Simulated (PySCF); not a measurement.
Fractional electron number in Ag (silver, neutral)

The 5s alpha orbital of [Kr] 4d10 5s1 is emptied in steps (occupation f), with all orbitals relaxed, ending at [Kr] 4d10. Computed with PySCF 2.14 in def2-TZVPPD with the def2 core potential (28 electrons) (6s4p3d2f1g, 56 functions), with a scalar-relativistic core potential. The exact energy is a straight line in f; departures are measured from the line between the end points of the same method.

```json
{"f": "1", "UHF (eV)": "0.000", "LDA (eV)": "0.000", "PBE (eV)": "0.000", "PBE0 (eV)": "0.000", "r2SCAN (eV)": "0.000", "LC-wPBE (eV)": "0.000", "BHandHLYP (eV)": "0.000", "wB97X (eV)": "0.000", "M06-2X (eV)": "0.000", "MN15 (eV)": "0.000"}
{"f": "0.75", "UHF (eV)": "0.021", "LDA (eV)": "-0.626", "PBE (eV)": "-0.614", "PBE0 (eV)": "-0.441", "r2SCAN (eV)": "-0.550", "LC-wPBE (eV)": "-0.006", "BHandHLYP (eV)": "-0.303", "wB97X (eV)": "-0.060", "M06-2X (eV)": "-0.325", "MN15 (eV)": "-0.318"}
{"f": "0.5", "UHF (eV)": "0.027", "LDA (eV)": "-0.840", "PBE (eV)": "-0.826", "PBE0 (eV)": "-0.591", "r2SCAN (eV)": "-0.738", "LC-wPBE (eV)": "-0.007", "BHandHLYP (eV)": "-0.407", "wB97X (eV)": "-0.074", "M06-2X (eV)": "-0.402", "MN15 (eV)": "-0.414"}
{"f": "0.25", "UHF (eV)": "0.020", "LDA (eV)": "-0.631", "PBE (eV)": "-0.625", "PBE0 (eV)": "-0.446", "r2SCAN (eV)": "-0.553", "LC-wPBE (eV)": "-0.007", "BHandHLYP (eV)": "-0.308", "wB97X (eV)": "-0.049", "M06-2X (eV)": "-0.272", "MN15 (eV)": "-0.297"}
{"f": "0", "UHF (eV)": "0.000", "LDA (eV)": "0.000", "PBE (eV)": "0.000", "PBE0 (eV)": "0.000", "r2SCAN (eV)": "0.000", "LC-wPBE (eV)": "0.000", "BHandHLYP (eV)": "0.000", "wB97X (eV)": "0.000", "M06-2X (eV)": "0.000", "MN15 (eV)": "0.000"}
```

| method | E(f=0) − E(f=1) (eV) | −ε at f=1 (eV) | −ε at f=0.5 (eV) |
| --- | --- | --- | --- |
| UHF | 6.359 | 6.474 | 6.356 |
| LDA | 8.329 | 5.012 | 8.316 |
| PBE | 7.995 | 4.752 | 7.966 |
| PBE0 | 7.674 | 5.336 | 7.661 |
| r2SCAN | 7.871 | 4.975 | 7.878 |
| LC-wPBE | 7.389 | 7.349 | 7.385 |
| BHandHLYP | 7.447 | 5.839 | 7.435 |
| wB97X | 7.369 | 7.036 | 7.397 |
| M06-2X | 7.446 | 5.666 | 7.605 |
| MN15 | 7.765 | 6.048 | 7.818 |

Orbital energy along the path (eV):

| f | UHF | LDA | PBE | PBE0 | r2SCAN | LC-wPBE | BHandHLYP | wB97X | M06-2X | MN15 |
| --- | --- | --- | --- | --- | --- | --- | --- | --- | --- | --- |
| 1 | -6.474 | -5.012 | -4.752 | -5.336 | -4.975 | -7.349 | -5.839 | -7.036 | -5.666 | -6.048 |
| 0.75 | -6.413 | -6.643 | -6.336 | -6.489 | -6.374 | -7.376 | -6.630 | -7.223 | -6.646 | -6.937 |
| 0.5 | -6.356 | -8.316 | -7.966 | -7.661 | -7.878 | -7.385 | -7.435 | -7.397 | -7.605 | -7.818 |
| 0.25 | -6.303 | -10.010 | -9.641 | -8.855 | -9.343 | -7.397 | -8.256 | -7.526 | -8.258 | -8.633 |
| 0 | -6.254 | -11.693 | -11.349 | -10.055 | -10.819 | -7.439 | -9.110 | -7.591 | -8.963 | -9.208 |

Reference removal energy between the ground levels: 7.576 eV (measured; NIST Atomic Spectra Database, ionization energies). UHF lacks correlation.
